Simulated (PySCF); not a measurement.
Copper: a sound run and one with changed settings

Sound run: Cu [Ar] 3d10 4s1, Cu⁺ [Ar] 3d10. Computed with PySCF 2.14 in x2c-SVPall (5s3p3d1f, 36 functions), with scalar relativity by spin-free X2C-1e. The sound run starts from symmetry-adapted Hartree-Fock orbitals and uses a fine grid where one is needed.

Changed run: radial step 0.3 in ln r (0.13 in the sound run). This setting is unsound on purpose.

```csv
species,method,sound run (hartree),changed run (hartree),converged
Cu,UHF,-1652.84070,-1652.84070,yes
Cu,MN15,-1655.43636,-1655.41408,yes
Cu,M06-2X,-1654.45406,-1654.47456,yes
Cu⁺,UHF,-1652.59959,-1652.59959,yes
Cu⁺,MN15,-1655.15069,-1655.12865,yes
Cu⁺,M06-2X,-1654.17019,-1654.19153,yes
```

Ionisation energy of Cu:

```json
{"method": "UHF", "sound run (eV)": "6.561", "changed run (eV)": "6.561"}
{"method": "MN15", "sound run (eV)": "7.774", "changed run (eV)": "7.767"}
{"method": "M06-2X", "sound run (eV)": "7.725", "changed run (eV)": "7.701"}
```

A coarse radial grid mis-integrates the density and the exchange-correlation energy, with errors of either sign; Hartree-Fock needs no grid.

For comparison, NIST gives 7.726 eV between the lowest levels.
